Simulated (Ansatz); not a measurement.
Basis sets compared for the cluster TaO₄. Total charge 0; doublet. Geometry r2SCAN-D4/def2-SVP. Ansatz on 4 threads of Arm Neoverse V1 on a shared host; times are rough, and most runs start from earlier orbitals.

```xyz
5

Ta   -0.003   -0.003    0.001
O     0.593   -1.080   -1.506
O    -0.365   -0.051   -1.909
O     0.602    0.725    1.700
O    -0.827    0.410    1.715
```

In the def2 sets Ta takes a core potential; there is no spin–orbit coupling. The structure holds 2 bonds between oxygen atoms, so isomers without such links may lie far lower. No other spin state of charge 0 was run. Another isomer (doublet) lies 3.33 eV lower at PBE0-D4/def2-TZVP; other spin states weren't run for this one.

Binding counts from free atoms (Ta quartet, O triplet) in the same basis, without a counterpoise term.

```
           level  functions  energy (Eh)  HOMO (eV)  LUMO (eV)  binding per atom (eV)  wall time
 PBE-D4/def2-SVP         88    -357.3181      -5.63      -4.67                   4.39      1.4 s
PBE0-D4/def2-SVP         88    -357.2146      -6.90      -4.03                   3.80      1.8 s
```

Problem. Estimate the rows for PBE-D4/def2-TZVP (with forces), PBE0-D4/def2-TZVP.

Solution. 
| level | functions | energy (Eh) | HOMO (eV) | LUMO (eV) | binding per atom (eV) | wall time |
| --- | --- | --- | --- | --- | --- | --- |
| PBE-D4/def2-TZVP (with forces) | 164 | -357.7025 | -5.64 | -4.70 | 4.39 | 2.7 s |
| PBE0-D4/def2-TZVP | 164 | -357.6047 | -6.84 | -3.98 | 3.85 | 3.6 s |
